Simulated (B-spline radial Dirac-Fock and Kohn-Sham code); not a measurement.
**Relativistic shifts of the levels of Sm⁵¹⁺**

System: the Sm⁵¹⁺ ion in the configuration [Ne] 3s1.

Both columns are ΔSCF binding energies of the configuration average from a radial atomic solver: non-relativistic Hartree-Fock with a point nucleus, and Dirac-Fock with a finite nucleus and the Coulomb interaction alone, averaged over the two j levels with weights 2j+1.

| shell | Hartree-Fock (eV) | Dirac-Fock (eV) | shift (eV) | shift (%) |
| --- | --- | --- | --- | --- |
| 2p | 10302.8 | 10579.4 | +276.54 | +2.68 |
| 3s | 4425.6 | 4661.0 | +235.40 | +5.32 |

Relativity binds 2p, 3s more strongly, among those listed most of all 3s in relative terms.

Values without a named source are computed, but for edge energies of neutral atoms, which are taken from tables.
